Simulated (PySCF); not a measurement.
Species: H2Se.
Hydrogens: H2, H3 on Se1.

Method: PBE0-D3(BJ)/def2-SVP geometry optimisation, gas phase in PySCF 2.14.0; density fitting, grid level 1; the optimiser is geomeTRIC in internal coordinates, started from a GFN2-xTB structure.

Geometry at step 1:
```
atom  x, y, z in Å
Se1    -0.0081    0.6953   -0.0347
H2     -1.0675   -0.3464   -0.0425
H3      1.0493   -0.3483   -0.0323
```

**Question.** Give the atomic forces at this geometry.

**Answer.** 
```csv
atom,Fx (eV/Å),Fy (eV/Å),Fz (eV/Å)
Se1,-0.003,-0.501,-0.001
H2,0.236,0.252,0.002
H3,-0.234,0.250,-0.001
```

The largest, 0.50 eV/Å, acts on Se1; the rms over all components is 0.233 eV/Å. The forces sum to zero within rounding, as they must for an isolated molecule in no field.

**Question.** Give the force on Se1 in Eh/bohr and in nN.

**Answer.** 0.502 eV/Å ÷ 51.422 = 0.00975 Eh/bohr, and 0.502 eV/Å × 1.602 = 0.80 nN.

**Question.** How far is this geometry from the end of the optimisation?

**Answer.** 0.006 eV above it, and 0.010 Å rms away after alignment. The bonds farthest from their final lengths, with half the difference of the two atoms' forces along the bond (positive lengthens):

```csv
bond,now (Å),final (Å),force along bond (eV/Å)
Se1–H2,1.486,1.470,-0.35
Se1–H3,1.486,1.470,-0.35
```

Of the 2 listed bonds off by 0.010 Å or more, this force points towards the final length in 2.

The cost below is that of the whole optimisation. Time: 2.5 s wall; peak memory 0.27 GiB. Hardware: an Arm Neoverse N1 with one thread, shared host with 64 logical CPUs at a one-minute load of 15.
